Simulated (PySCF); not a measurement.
Record of a relaxation.

[SnBr3]- (charge -1).
Bonds: Sn1–Br2, Sn1–Br3, Sn1–Br4.

Computed by this run: PySCF 2.14.0, PBE0-D3(BJ)/def2-SVP geometry optimisation, gas phase, def2 core potentials past Kr; density fitting, grid level 1; the optimiser is geomeTRIC in internal coordinates, started from a GFN2-xTB structure with every atom displaced at random (about 0.03 Å). The frame can shift and turn from step to step; on so coarse a grid that alone can change the energy by a few meV, and forces under 0.02 eV/Å are noise.

Step 0: E = -215928.1974 eV, largest atomic force 1.102 eV/Å
```
atom  x, y, z in Å  |  force x, y, z in eV/Å
Sn1     0.057   -0.071    0.908   -0.514   0.882   0.415
Br2     2.349   -0.046   -0.295    0.416  -0.001  -0.336
Br3    -1.215    2.054   -0.341    0.305  -0.504   0.214
Br4    -1.108   -2.028   -0.302   -0.207  -0.377  -0.293
```

Step 1: E = -215928.2769 eV, largest atomic force 0.072 eV/Å
```
atom  x, y, z in Å  |  force x, y, z in eV/Å
Sn1     0.030   -0.019    0.945   -0.025   0.033   0.009
Br2     2.363   -0.015   -0.326   -0.010  -0.004  -0.066
Br3    -1.169    1.976   -0.335    0.034  -0.050   0.039
Br4    -1.141   -2.032   -0.314    0.001   0.021   0.018
```

Step 2: E = -215928.2767 eV, largest atomic force 0.062 eV/Å
```
atom  x, y, z in Å  |  force x, y, z in eV/Å
Sn1     0.035   -0.016    0.951    0.032  -0.033   0.034
Br2     2.353   -0.017   -0.352   -0.012  -0.005  -0.061
Br3    -1.159    1.965   -0.324   -0.017   0.032   0.004
Br4    -1.146   -2.022   -0.306   -0.003   0.006   0.023
```

Step 3: E = -215928.2767 eV, largest atomic force 0.056 eV/Å
```
atom  x, y, z in Å  |  force x, y, z in eV/Å
Sn1     0.042   -0.016    0.958    0.039  -0.029   0.007
Br2     2.345   -0.020   -0.374   -0.015  -0.006  -0.054
Br3    -1.156    1.964   -0.316   -0.019   0.035   0.015
Br4    -1.148   -2.018   -0.298   -0.004   0.000   0.031
```

Step 4: E = -215928.2769 eV, largest atomic force 0.054 eV/Å
```
atom  x, y, z in Å  |  force x, y, z in eV/Å
Sn1     0.046   -0.017    0.960    0.034  -0.016  -0.008
Br2     2.340   -0.023   -0.388   -0.015  -0.006  -0.052
Br3    -1.155    1.966   -0.310   -0.014   0.022   0.026
Br4    -1.148   -2.017   -0.292   -0.005   0.001   0.034
```

Step 5: E = -215928.2770 eV, largest atomic force 0.055 eV/Å
```
atom  x, y, z in Å  |  force x, y, z in eV/Å
Sn1     0.048   -0.017    0.960    0.030  -0.011  -0.009
Br2     2.338   -0.024   -0.394   -0.014  -0.006  -0.052
Br3    -1.155    1.968   -0.307   -0.010   0.014   0.029
Br4    -1.148   -2.018   -0.289   -0.006   0.002   0.033
```

Step 6: E = -215928.2771 eV, largest atomic force 0.055 eV/Å
```
atom  x, y, z in Å  |  force x, y, z in eV/Å
Sn1     0.049   -0.017    0.959    0.029  -0.009  -0.007
Br2     2.337   -0.025   -0.397   -0.014  -0.006  -0.053
Br3    -1.155    1.969   -0.305   -0.009   0.011   0.029
Br4    -1.148   -2.018   -0.288   -0.006   0.003   0.032
```

Step 7: E = -215928.2771 eV, largest atomic force 0.056 eV/Å
```
atom  x, y, z in Å  |  force x, y, z in eV/Å
Sn1     0.050   -0.017    0.959    0.028  -0.008  -0.006
Br2     2.337   -0.025   -0.399   -0.014  -0.006  -0.054
Br3    -1.155    1.970   -0.304   -0.008   0.010   0.029
Br4    -1.148   -2.018   -0.287   -0.006   0.004   0.031
```

Step 8: E = -215928.2771 eV, largest atomic force 0.056 eV/Å
```
atom  x, y, z in Å  |  force x, y, z in eV/Å
Sn1     0.051   -0.017    0.959    0.028  -0.007  -0.005
Br2     2.336   -0.026   -0.400   -0.014  -0.006  -0.054
Br3    -1.155    1.970   -0.303   -0.007   0.009   0.029
Br4    -1.148   -2.018   -0.286   -0.007   0.004   0.031
```

Step 9: E = -215928.2771 eV, largest atomic force 0.056 eV/Å
```
atom  x, y, z in Å  |  force x, y, z in eV/Å
Sn1     0.051   -0.017    0.959    0.028  -0.007  -0.005
Br2     2.336   -0.026   -0.401   -0.014  -0.006  -0.054
Br3    -1.156    1.970   -0.303   -0.007   0.009   0.029
Br4    -1.148   -2.018   -0.286   -0.007   0.004   0.030
```

Step 10: E = -215928.2771 eV, largest atomic force 0.056 eV/Å
```
atom  x, y, z in Å  |  force x, y, z in eV/Å
Sn1     0.051   -0.016    0.959    0.027  -0.007  -0.005
Br2     2.336   -0.026   -0.401   -0.014  -0.006  -0.054
Br3    -1.156    1.970   -0.303   -0.007   0.009   0.029
Br4    -1.148   -2.018   -0.286   -0.007   0.004   0.030
```

Step 11: E = -215928.2772 eV, largest atomic force 0.057 eV/Å
```
atom  x, y, z in Å  |  force x, y, z in eV/Å
Sn1     0.051   -0.016    0.959    0.027  -0.006  -0.004
Br2     2.336   -0.026   -0.402   -0.014  -0.006  -0.054
Br3    -1.156    1.971   -0.302   -0.006   0.009   0.029
Br4    -1.148   -2.018   -0.285   -0.007   0.004   0.030
```

Step 12: E = -215928.2772 eV, largest atomic force 0.057 eV/Å
```
atom  x, y, z in Å  |  force x, y, z in eV/Å
Sn1     0.052   -0.016    0.959    0.027  -0.006  -0.004
Br2     2.336   -0.026   -0.403   -0.014  -0.006  -0.055
Br3    -1.156    1.971   -0.302   -0.006   0.008   0.029
Br4    -1.148   -2.018   -0.285   -0.007   0.004   0.030
```

Step 13: E = -215928.2772 eV, largest atomic force 0.057 eV/Å
```
atom  x, y, z in Å  |  force x, y, z in eV/Å
Sn1     0.052   -0.016    0.959    0.027  -0.006  -0.004
Br2     2.336   -0.026   -0.403   -0.014  -0.006  -0.055
Br3    -1.156    1.971   -0.301   -0.006   0.008   0.029
Br4    -1.149   -2.018   -0.285   -0.007   0.004   0.030
```

Q: Summarise the path.

A: The energy falls by 1.84 kcal/mol from step 0 to step 13; nine tenths of that is first reached at step 1. It never rises by more than 0.2 meV. The largest force goes from 1.102 to 0.057 eV/Å. Among the bonds Sn1–Br3 changes most, from 2.775 to 2.645 Å; the atoms move by 0.073 Å rms after alignment.

The cost below is that of the whole optimisation. The run took 1.8 min wall on an Arm Neoverse V2 with one thread, shared host with 96 logical CPUs at a one-minute load of 36, and the process peaked at 0.54 GiB of memory.
